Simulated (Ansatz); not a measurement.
Diatomic Sb$_{2}$, closed-shell singlet (the spin of the measured ground state). No spin–orbit coupling.

| level | bond energy D_e (eV) |
|---|---|
| SVWN5/def2-TZVPP | 4.184 |
| PBE/def2-TZVPP | 3.214 |
| r2SCAN/def2-TZVPP | 2.747 |
| B3LYP/def2-TZVPP | 3.009 |
| PBE0/def2-TZVPP | 2.710 |
| BHLYP/def2-TZVPP | 2.427 |
| wB97X-V/def2-TZVPP | 2.892 |
| wB97M-V/def2-TZVPP | 2.500 |
| B2PLYP/def2-TZVPP | 3.051 |
| CCSD/def2-TZVPP | 2.185 |
| CCSD/def2-QZVPP | 2.421 |
| CCSD(T)/def2-TZVPP | 2.653 |
| CCSD(T)/def2-QZVPP | 2.942 |
| CCSD(T)/CBS(def2-TZVPP, def2-QZVPP) | 3.131 |

The rows run from 2.185 (CCSD/def2-TZVPP) to 4.184 eV (SVWN5/def2-TZVPP). From def2-TZVPP to def2-QZVPP CCSD(T) changes by 0.289. The 9 functionals in def2-TZVPP without D3 or D4 span 1.757, from BHLYP to SVWN5.

D_e counts from the fitted minimum to each atom's lowest state at the same level, without counterpoise. The singlet is restricted.

Correlated levels freeze the inner cores; with def2 sets outer-core shells near the valence are correlated too. CBS: X⁻³ extrapolation of the correlation energy, Hartree–Fock from the larger set.

Doubts at one or more of the structures used: a restricted determinant that unrestricted orbitals would lower (B2PLYP/def2-TZVPP, CCSD/def2-TZVPP, CCSD/def2-QZVPP, CCSD(T)/def2-TZVPP, CCSD(T)/def2-QZVPP, CCSD(T)/CBS(def2-TZVPP, def2-QZVPP)).

Codes used: Ansatz (Gaussian basis) for Hartree–Fock, density functionals and correlated methods. Each number belongs to the level named beside it. In def2 rows elements past Kr take small-core potentials, without spin–orbit coupling.

Ansatz is a first-principles code.
